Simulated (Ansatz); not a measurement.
Cost and result for the atomization energy of CH$_{4}$FNOSi, SMILES `N[Si]1(F)CO1` (9 atoms, 9 bonds).

```xyz
9

N    -1.381    0.321   -0.885
Si    0.215    0.143   -0.406
F     1.073    0.991   -1.434
C     0.905   -0.282    1.188
O     0.746   -1.316    0.075
H    -2.132   -0.224   -0.501
H    -1.680    1.030   -1.531
H     1.952   -0.121    1.437
H     0.303   -0.540    2.056
```

Charge 0, multiplicity 1. Geometry: relaxed with PBE0-D4/def2-TZVP. It is one conformer, not always the lowest. Program: Ansatz. All runs use 2 threads of an Intel Xeon 6975P-C on a shared host. Times are those of one run each, without the atoms' runs, and a repeat can differ threefold. Electronic energies, without spin–orbit coupling; frozen cores. CCSD(T)/CBS adds CCSD(T) − MP2 in def2-TZVPP to the MP2 limit, and its time is that of the two runs behind it. T1 = 0.012. HSE06 is the plane-wave form, built on full-range PBE exchange.

CCSD(T)/CBS is a level of theory with its own doubt, some kJ/mol a heavy atom from the limit and from the frozen cores, so smaller differences don't rank the functionals.

| level | functions | wall time | atomization (kJ/mol) | difference from CCSD(T)/CBS | per bond |
| --- | --- | --- | --- | --- | --- |
| LDA (SPW92)/def2-TZVPP | 222 | 0.95 s | 4120.1 | 560.3 | 62.3 |
| BLYP-D4/def2-TZVPP | 222 | 1.6 s | 3559.4 | -0.4 | 0.0 |
| PBE-D4/def2-TZVPP (with forces) | 222 | 1.7 s | 3632.8 | 73.0 | 8.1 |
| BHLYP-D4/def2-TZVPP | 222 | 2.1 s | 3399.9 | -159.9 | -17.8 |
| HSE06-D4/def2-TZVPP | 222 | 2.2 s | 3537.9 | -21.9 | -2.4 |
| CAM-B3LYP-D4/def2-TZVPP | 222 | 2.5 s | 3569.5 | 9.7 | 1.1 |
| CCSD(T)/def2-SVP | 94 | 3.1 s | 3240.0 | -319.8 | -35.5 |
| B2PLYP/def2-TZVPP | 222 | 3.9 s | 3513.5 | -46.3 | -5.2 |
| ωB97X-V/def2-TZVPP | 222 | 4.9 s | 3565.3 | 5.5 | 0.6 |
| B97M-V/def2-TZVPP | 222 | 5.5 s | 3556.5 | -3.3 | -0.4 |
| MP2/def2-QZVPP | 418 | 15 s | 3617.3 | 57.5 | 6.4 |
| CCSD(T)/def2-TZVPP | 222 | 50 s | 3440.1 | -119.7 | -13.3 |
| CCSD(T)/CBS(def2) | – | 65 s | 3559.8 | 0.0 | 0.0 |

From BLYP to BHLYP (50 % exact exchange), in def2-TZVPP and without D4, the atomization energy moves by −141.6 kJ/mol: exact exchange takes away binding that semilocal exchange gives to molecules. The D4 term adds +27.8 kJ/mol with B3LYP and +14.3 kJ/mol with PBE0; it sums over pairs of atoms, weighted by their polarisabilities, and B3LYP, whose exchange is more repulsive, gets the larger term. In def2-TZVPP, CCSD(T) changes the Hartree–Fock value by +993.9 kJ/mol (the triples alone add +63.3 kJ/mol) and MP2 by +1098.5 kJ/mol; breaking electron pairs costs correlation energy, which Hartree–Fock lacks.

B3LYP here is the variant with VWN-RPA as its local correlation; programs differ in this.
